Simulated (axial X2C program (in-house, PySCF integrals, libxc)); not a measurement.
# GeS⁺ along the bond: TPSSh, spin-free

Computed with an in-house relativistic program for diatomic molecules. Spin-free means the one-electron spin-free X2C Hamiltonian. Basis: Ge dyall-v3z [9s9p7d1f], S dyall-v3z [8s7p2d1f] (cores contracted in-house); Gaussian nuclei, density fitting, unrestricted open shells. Masses: Ge 73.921 u, S 31.972 u.

State: M_S = 1/2, Λ = 1 (beyond evenly filled blocks: π+α, π+β, π-α). Dipoles are positive if S is the positive end and refer to the centre of mass.

Results along the bond:

```json
{"R (Å)": "1.892", "μ (D)": "0.509", "HOMO (eV)": "-14.18", "LUMO (eV)": "-13.88", "⟨S²⟩": "0.756"}
{"R (Å)": "1.979", "μ (D)": "0.120", "HOMO (eV)": "-14.22", "LUMO (eV)": "-13.47", "⟨S²⟩": "0.758"}
{"R (Å)": "2.045", "μ (D)": "-0.171", "HOMO (eV)": "-14.13", "LUMO (eV)": "-13.18", "⟨S²⟩": "0.759"}
{"R (Å)": "2.110", "μ (D)": "-0.456", "HOMO (eV)": "-13.85", "LUMO (eV)": "-12.90", "⟨S²⟩": "0.762"}
{"R (Å)": "2.175", "μ (D)": "-0.734", "HOMO (eV)": "-13.58", "LUMO (eV)": "-12.65", "⟨S²⟩": "0.765"}
{"R (Å)": "2.251", "μ (D)": "-1.044", "HOMO (eV)": "-13.29", "LUMO (eV)": "-12.37", "⟨S²⟩": "0.770"}
{"R (Å)": "2.327", "μ (D)": "-1.334", "HOMO (eV)": "-13.02", "LUMO (eV)": "-12.12", "⟨S²⟩": "0.778"}
{"R (Å)": "2.425", "μ (D)": "-1.668", "HOMO (eV)": "-12.71", "LUMO (eV)": "-11.83", "⟨S²⟩": "0.794"}
{"R (Å)": "2.545", "μ (D)": "-1.993", "HOMO (eV)": "-12.36", "LUMO (eV)": "-11.53", "⟨S²⟩": "0.831"}
{"R (Å)": "2.719", "μ (D)": "-2.213", "HOMO (eV)": "-11.96", "LUMO (eV)": "-11.19", "⟨S²⟩": "0.949"}
```

The state is one determinant whose occupation by symmetry is held fixed; it was picked as the lowest of a PBE0 search that is not exhaustive. Without a current term, density functionals place determinants with orbital angular momentum somewhat too high.
